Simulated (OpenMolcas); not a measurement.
An atom or ion with 12 electrons was computed by SS-CASPT2, IPEA 0.25 Eh, imaginary shift 0.1 Eh with spin-orbit coupling (OpenMolcas, ANO-RCC-VTZP, DKH2). The lowest levels that the run gave, each within 12 % of the measured value where one is at hand:

| J | Parity | E (cm-1) | g |
| --- | --- | --- | --- |
| 0 | even | 0.0 |  |
| 0 | odd | 36816 |  |
| 1 | odd | 36867 | 1.501 |
| 2 | odd | 36969 | 1.501 |
| 1 | odd | 61669 | 1.000 |
| 0 | even | 93881 |  |
| 1 | even | 93932 | 1.501 |
| 2 | even | 94019 | 1.488 |
| 2 | even | 94453 | 1.013 |
| 0 | even | 112422 |  |

**Question.** Which ion is it, and what are the configurations and terms?

**Answer.** Al II (Z = 13, charge +1; active space 2 electrons in 4 orbitals (3s 3p)). J, parity and g give the terms where levels are pure, and mixed ones are named by the computed weights; the size of the splittings, set against known spectra of the 12-electron sequence, gives the charge. In order, with the measured energies in cm-1 (NIST Handbook of Basic Atomic Spectroscopic Data): 3s2 1S0, 3s 3p 3P* 0 (37393), 3s 3p 3P* 1 (37454), 3s 3p 3P* 2 (37578), 3s 3p 1P* 1 (59852), 3p2 3P0 (94085), 3p2 3P1 (94147), 3p2 3P2 (94269), 3p2 1D2 (85481), 3p2 1S0 (111637).

Over all roots computed the reference weight is 0.92 to 0.98; the roots of lowest weight are the least certain, and an intruder state may touch them. The ¹D term of p² mixes with s d, which this space lacks. Measured partners are found by configuration, term and J. A level has none where our copy of the source lacks it or the pairing is in doubt (some pairs that miss far off the trend of their configuration count as doubtful), and it then counts in no deviation. Levels of configurations outside the active space are missing.

* marks odd parity.
